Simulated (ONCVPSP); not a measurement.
## Plane-wave convergence, ONCV potential for fluorine (F)

- Element: F (Z = 9)
- Generator: ONCVPSP 4.0.1
- Type: optimised norm-conserving Vanderbilt (ONCV)
- Functional: PBEsol
- Relativity: scalar-relativistic
- Frozen core: [He]
- Valence charge: 7
- Reference configuration: 2s1.75 2p5.25
- Partial waves: 2s: rc 0.65 bohr, ncon 4, nbas 8, qcut 11.1 1/bohr, 2 projectors, debl 1.8 Ha; 2p: rc 1.90 bohr, ncon 5, nbas 8, qcut 6.3 1/bohr, 2 projectors, debl 1.6 Ha; d scattering state at 0.04 Ha: rc 1.45 bohr, ncon 5, nbas 10, qcut 7.1 1/bohr, 2 projectors, debl 3.6 Ha
- Local potential: polynomial inside 0.50 bohr (lpopt 5, dvloc0 6 Ha)
- Core correction: none

Task: For each optimised wave give the share of its norm inside rc, the residual kinetic energy above qcut (Ha) and the cutoffs (Ha) for errors of 10, 1, 0.1 and 0.01 mHa per electron.

Result:

```
         wave  norm inside rc  residual KE  10 mHa  1 mHa  0.1 mHa  0.01 mHa
           2s           0.220      3.9e-04    40.0   55.8    104.0     318.4
s projector 2           0.045      2.0e-04    28.7   46.9    144.5     509.9
           2p           0.892      9.2e-04    15.7   20.1     48.2      56.7
p projector 2           0.139      1.7e-03    15.9   21.3     57.3      70.0
d projector 1           0.000      2.1e-09     0.0    0.1      0.2       0.7
d projector 2           0.150      7.5e-04    16.3   24.2     45.2     141.1
```

The occupied waves need 56 Ha and 104 Ha for 1 and 0.1 mHa. Rows with under 1 % of the norm inside rc give no meaningful cutoff. Its largest configuration-test error is +1118 meV.
